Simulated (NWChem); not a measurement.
Molecule: C2H6ClFSi; SMILES [Si](Cl)(F)(C)C

All runs: NWChem. Geometry: optimised at B3LYP/6-31G* (spherical d). Level: PBE0/def2-SVP with SMD (1 M gas to 1 M solution), gas-phase geometry. Reactions with the solvent are ignored.

```
solvent        dielectric constant  solvation free energy (kcal/mol)  cavity-dispersion-structure term (kcal/mol)  dipole in solution (D)
-------------  -------------------  --------------------------------  -------------------------------------------  ----------------------
water                         78.4                               [?]                                          [?]                    3.20
acetonitrile                  35.7                              -4.1                                         -0.1                    3.19
1,4-dioxane                   2.21                              -1.9                                          0.2                    2.87
cyclohexane                   2.02                              -2.8                                         -0.8                    2.84
cyclohexanone                 15.6                              -3.6                                          0.3                    3.16
benzene                       2.27                              -3.4                                         -1.2                    2.87
ethyl acetate                 5.99                              -3.9                                         -0.5                    3.07
```

Complete the blanks.


- water, solvation free energy (kcal/mol): -0.2
- water, cavity-dispersion-structure term (kcal/mol): 4.0
